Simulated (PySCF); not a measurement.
Cadmium: a sound run and one with changed settings

Sound run: Cd⁺ [Kr] 4d10 5s1, Cd²⁺ [Kr] 4d10. All numbers are calculated (PySCF 2.14, a scalar-relativistic core potential, in aug-cc-pVDZ-PP with ECP28MDF (5s5p4d2f, 54 functions)). In the sound run the correlated levels freeze 4s2 4p6 outside the core potential. The sound run starts from symmetry-adapted Hartree-Fock orbitals and uses a fine grid where one is needed.

A second run was set up differently.

| species | method | sound run (hartree) | changed run (hartree) | converged |
| --- | --- | --- | --- | --- |
| Cd⁺ | MP2 | -166.89654 | -167.05826 | yes |
| Cd²⁺ | MP2 | -166.28660 | -166.44361 | yes |

Ionisation energy of Cd⁺:

| method | sound run (eV) | changed run (eV) |
| --- | --- | --- |
| UHF | 15.499 | 15.499 |
| MP2 | 16.597 | 16.726 |
| SCS-MP2 | 16.428 | 16.520 |

**Question.** What was changed?
A. too few SCF iterations
B. basis contracted for another Hamiltonian
C. all electrons correlated in a valence basis
D. minimal basis

**Answer.** C. A valence basis has no tight correlating functions, so it recovers only part of the core correlation, and not evenly between atom and ion.
